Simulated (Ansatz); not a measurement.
Total energies of Al9P9H24, a nanocrystal cut from wurtzite AlP (hydrogen-capped) from Ansatz at PBE0-D4/def2-TZVP, gas phase (1 Eh = 27.2114 eV = 2625.5 kJ/mol). The reference geometry is relaxed at PBE-D4/def2-SVP.

```xyz
42

Al   -2.249   -3.884    1.787
P    -2.726   -1.828    3.081
P    -0.798   -2.812    0.172
Al   -1.966   -1.275   -1.237
Al   -1.796    0.331    2.526
P    -2.352    0.632    0.215
P    -0.435   -0.424   -2.864
Al   -1.504    1.037   -4.471
Al   -1.432    2.721   -0.513
P    -2.013    2.841   -2.854
Al    1.244   -2.040    1.144
P     0.562   -0.064    2.378
P     2.625   -1.154   -0.594
Al    1.625    0.465   -2.041
Al    1.630    1.990    1.760
P     0.909    2.211   -0.514
Al    4.804   -0.465    0.206
P     3.969    1.412    1.588
H    -3.641   -4.303    1.114
H    -1.408   -4.827    2.772
H    -4.138   -1.630    3.197
H    -2.439   -2.036    4.468
H    -0.388   -3.860   -0.717
H    -3.341   -1.825   -1.833
H    -2.246    1.504    3.511
H    -3.769    0.847    0.215
H    -0.042   -1.582   -3.614
H    -2.926    0.448   -4.921
H    -0.428    1.656   -5.485
H    -1.866    4.005    0.331
H    -3.404    3.171   -2.899
H    -1.496    4.090   -3.324
H     1.968   -3.090    2.105
H     0.972   -0.284    3.734
H     2.877   -2.278   -1.448
H     2.597    1.052   -3.163
H     1.339    3.241    2.709
H     1.535    3.416   -0.970
H     5.397   -1.534    1.242
H     5.655    0.213   -0.971
H     4.444    1.289    2.932
H     4.650    2.623    1.246
```

```
                 state   geometry  energy (Eh)
      charge 0 singlet  reference  -5267.02782
      charge 1 doublet  reference  -5266.71846
     charge -1 doublet  reference  -5267.05795
free Al atom (doublet)          –   -242.24894
 free P atom (quartet)          –   -341.13505
 free H atom (doublet)          –     -0.50104
```

Single mean-field runs in def2-TZVP are fitted with def2-universal-jkfit.

Question: Work out the vertical ionisation energy to the doublet.

Answer: E(charge 1 doublet) − E(charge 0 singlet) = -5266.71846 − (-5267.02782) = 0.30936 Eh = 8.42 eV. For comparison, −ε of the highest occupied level is 7.30 eV at this level, 1.12 eV less.

Question: Work out the vertical electron affinity, to the doublet.

Answer: E(charge 0 singlet) − E(charge -1 doublet) = -5267.02782 − (-5267.05795) = 0.03013 Eh = 0.82 eV. The basis lacks diffuse functions, which makes affinities too small.

Question: Give the fundamental gap IE − EA, the Mulliken electronegativity (IE + EA)/2 and the hardness (IE − EA)/2.

Answer: From the values in Eh: IE − EA = 0.30936 − 0.03013 = 0.27923 Eh = 7.60 eV; (IE + EA)/2 = 4.62 eV; (IE − EA)/2 = 3.80 eV. The HOMO–LUMO gap of the same run is 5.60 eV, 2.00 eV smaller than the fundamental gap.

Question: What is the binding energy per atom against free atoms?

Answer: Atoms: 9 × (-242.24894) + 9 × (-341.13505) + 24 × (-0.50104) = -5262.48087 Eh. Binding: -5262.48087 − (-5267.02782) = 4.54695 Eh = 123.73 eV, or 2.95 eV for each of 42 atoms (no zero-point energy, no counterpoise term).

At PBE0-D4/def2-TZVP the highest occupied level of the charge -1 doublet lies above zero (up to 0.24 eV). By energy differences its removal costs 0.82 eV (vertical, to the charge 0 singlet, at PBE0-D4/def2-TZVP); self-interaction error and the lack of diffuse functions both raise the level.
